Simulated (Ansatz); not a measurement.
Ansatz (a first-principles code) input (PBE0/def2-TZVPD):

Ansatz 0.2 input:
```yaml
crystal:
  periodic: [false, false, false]
  atoms:
    - {symbol: C, position_ang: [1.34411101, -0.99135502, 0.56938725]}
    - {symbol: B, position_ang: [-0.00755746, -0.27908558, 0.16143530]}
    - {symbol: C, position_ang: [-1.39620069, -0.93223750, 0.54330277]}
    - {symbol: S, position_ang: [0.03367990, 1.24374748, -0.71943792]}
    - {symbol: H, position_ang: [1.36292682, -1.99767172, 0.13875536]}
    - {symbol: H, position_ang: [2.25327873, -0.47338578, 0.26712300]}
    - {symbol: H, position_ang: [1.36741634, -1.11997783, 1.65630223]}
    - {symbol: H, position_ang: [-1.44570742, -1.05928951, 1.62952467]}
    - {symbol: H, position_ang: [-1.45019694, -1.93698340, 0.11197780]}
    - {symbol: H, position_ang: [-2.27627059, -0.37566852, 0.22400713]}
basis:
  gaussian:
    orbitals: def2-TZVPD
hamiltonian:
  xc: {name: PBE0}
magnetization: {spin_polarized: true, initial_magnetization: 1}
output: {forces: true}
```

Output:

```
Functional definition: PBE0
integrals: 0.12 GiB planned
1134 factors; their error is unknown
0.36 GiB of the device are held for the grids
1.08 GiB of device memory are held for the factors and their scratch space
mean field: 1.19 GiB planned
mean field evaluation 1: about -13667.0453 eV, gradient 4.8e1 eV
mean field evaluation 2: about -13649.3984 eV, gradient 6.8e1 eV
mean field evaluation 4: about -13677.6844 eV, gradient 3.4e0 eV
mean field evaluation 8: about -13677.7583 eV, gradient 3.0e-1 eV
mean field evaluation 16: about -13677.7586 eV, gradient 2.2e-5 eV
mean field -13677.75864213 eV, -502.6483589806 hartree, gradient 2.2e-5 eV, S^2 0.756092; 1 other end points of the search recorded, 0 dependent functions left out
the calculation of the forces begins
reference -13677.75868929 eV, -502.6483607134 hartree; 20, 19 occupied and 191, 192 virtual orbitals, 1134 factors
Total energy: -13677.75868929 eV, -502.6483607134 hartree
Atom 0 at     1.344111    -0.991355     0.569387 Å, force    -0.061969     0.069650    -0.040099 eV/Å
Atom 1 at    -0.007557    -0.279086     0.161435 Å, force    -0.001433    -0.052902     0.030601 eV/Å
Atom 2 at    -1.396201    -0.932238     0.543303 Å, force     0.065666     0.066896    -0.038885 eV/Å
Atom 3 at     0.033680     1.243747    -0.719438 Å, force    -0.001578    -0.058263     0.033702 eV/Å
Atom 4 at     1.362927    -1.997672     0.138755 Å, force    -0.007058    -0.026193    -0.006841 eV/Å
Atom 5 at     2.253279    -0.473386     0.267123 Å, force     0.030735     0.020249    -0.011802 eV/Å
Atom 6 at     1.367416    -1.119978     1.656302 Å, force    -0.006960    -0.007115     0.026146 eV/Å
Atom 7 at    -1.445707    -1.059290     1.629525 Å, force     0.006148    -0.007397     0.026271 eV/Å
Atom 8 at    -1.450197    -1.936983     0.111978 Å, force     0.006051    -0.026476    -0.006716 eV/Å
Atom 9 at    -2.276271    -0.375669     0.224007 Å, force    -0.029603     0.021551    -0.012377 eV/Å
Dipole moment:    -0.006338    -0.234052     0.135386 e Å
```

It need not be the lowest isomer of its formula.
